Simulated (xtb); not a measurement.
AlCl₂, doublet, geometry from GFN2-xTB (such geometries of metal compounds can be far from the true shape); GFN1-xTB (xtb).

Here is a job for xtb.
```
$ xtb mol.xyz --gfn 1 --uhf 1 --grad --json

# file mol.xyz
3

Al     0.00160221     0.63542259     0.02351302
Cl     1.85128917    -0.24859337     0.01717242
Cl    -1.85251440    -0.23731802    -0.03515296
```

Question: Write the output that xtb gives for this input, abridged.

Answer: 
```
   ID    Z sym.   atoms
    1   13 Al     1
    2   17 Cl     2, 3

           -------------------------------------------------
          |                Calculation Setup                |
           -------------------------------------------------

           -------------------------------------------------
          |                 G F N 1 - x T B                 |
           -------------------------------------------------

          ...................................................
          :                      SETUP                      :
          :.................................................:
          :  # basis functions                  30          :
          :  # atomic orbitals                  27          :
          :  # shells                            9          :
          :  # electrons                        17          :
          :  # halogen bonds                     0          :
          :  max. iterations                   250          :
          :  Hamiltonian                  GFN1-xTB          :
          :  restarted?                      false          :
          :  GBSA solvation                  false          :
          :  PC potential                    false          :
          :  electronic temp.          300.0000000     K    :
          :  accuracy                    1.0000000          :
          :  -> integral cutoff          0.2500000E+02      :
          :  -> integral neglect         0.1000000E-07      :
          :  -> SCF convergence          0.1000000E-05 Eh   :
          :  -> wf. convergence          0.2000000E-04 e    :
          :  Broyden damping             0.4000000          :
          :  net charge                          0          :
          :  unpaired electrons                  1          :
          ...................................................

 iter      E             dE          RMSdq      gap      omega  full diag
   1     -9.9154228 -0.991542E+01  0.399E+00    6.31       0.0  T
   2     -9.9188425 -0.341966E-02  0.247E+00    6.42       1.0  T
   3     -9.9188811 -0.386147E-04  0.473E-01    6.42       1.0  T
   4     -9.9189144 -0.332847E-04  0.118E-02    6.41       4.9  T
   5     -9.9189145 -0.966509E-07  0.738E-03    6.41       7.8  T
   6     -9.9189145 -0.318547E-07  0.866E-05    6.41     666.4  T
   7     -9.9189145 -0.118465E-10  0.102E-06    6.41   56692.8  T

   *** convergence criteria satisfied after 7 iterations ***

[...]
         :: total energy              -9.896367187868 Eh    ::
[...]
         9        1.0000           -0.3651020              -9.9349 (HOMO)
        10                         -0.1296719              -3.5286 (LUMO)
        11                         -0.1000525              -2.7226
        12                         -0.0713757              -1.9422
        13                         -0.0654169              -1.7801
        14                         -0.0600410              -1.6338
        15                         -0.0545836              -1.4853
        16                         -0.0523289              -1.4239
        17                         -0.0517131              -1.4072
        18                         -0.0505497              -1.3755
        19                         -0.0431494              -1.1742
        20                         -0.0426568              -1.1607
       ...                                ...                  ...
        27                          0.7519378              20.4613
      -------------------------------------------------------------
                  HL-Gap            0.2354301 Eh            6.4064 eV
             Fermi-level           -0.3348369 Eh           -9.1114 eV

  Mulliken/CM5 charges         n(s)   n(p)   n(d)
     1Al    0.29100  0.20078   1.425  0.793  0.491
     2Cl   -0.14550 -0.10039   1.861  5.284  0.001
     3Cl   -0.14550 -0.10039   1.861  5.284  0.001

Wiberg/Mayer (AO) data.
largest (>0.10) Wiberg bond orders for each atom

 ---------------------------------------------------------------------------
     #   Z sym  total        # sym  WBO       # sym  WBO       # sym  WBO
 ---------------------------------------------------------------------------
     1  13 Al   2.654 --     2 Cl   1.327     3 Cl   1.327
     2  17 Cl   1.416 --     1 Al   1.327
     3  17 Cl   1.416 --     1 Al   1.327
 ---------------------------------------------------------------------------

Topologies differ in total number of bonds
Writing topology from bond orders to xtbtopo.mol

 dipole moment from electron density (au)
     X       Y       Z
   0.0026   1.0207   0.0378  total (Debye):    2.596

           -------------------------------------------------
          | TOTAL ENERGY               -9.896367187868 Eh   |
          | GRADIENT NORM               0.065324440282 Eh/α |
          | HOMO-LUMO GAP               6.406377891944 eV   |
           -------------------------------------------------

normal termination of xtb
```
